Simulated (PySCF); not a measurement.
How methods differ on the excitation energy of I

I [Kr] 4d10 5s2 5p5 (2P) → I [Kr] 4d10 5s1 5p6 (2S), as a difference of total energies. Computed with PySCF 2.14 in aug-cc-pwCVTZ-PP with ECP28MDF (8s7p6d4f1g, 96 functions), with scalar relativity through the core potential. Correlated levels: valence: 4s2 4p6 4d10 frozen; valence and next inner shell: nothing frozen outside the core potential. The calculations carry no spin-orbit coupling.

```
                                method  excitation energy (eV)
                                   UHF                  12.738
                                   LDA                  10.509
                                  PBE0                  11.062
                                r2SCAN                  10.884
                                B2PLYP                  10.911
                                 HSE06                  11.031
                                  TPSS                  10.572
                         MP2 (valence)                  10.973
                     SCS-MP2 (valence)                  10.778
    MP2 (valence and next inner shell)                  10.517
SCS-MP2 (valence and next inner shell)                  10.391
```

**Question.** Estimate what CAM-B3LYP gives.

**Answer.** 11.337 eV, closest to PBE0 among the rows shown.

**Question.** Estimate what PBE gives.

**Answer.** 10.483 eV, closest to LDA among the rows shown.

The upper state lies above the first ionisation limit, where it may autoionise and the basis confines it.
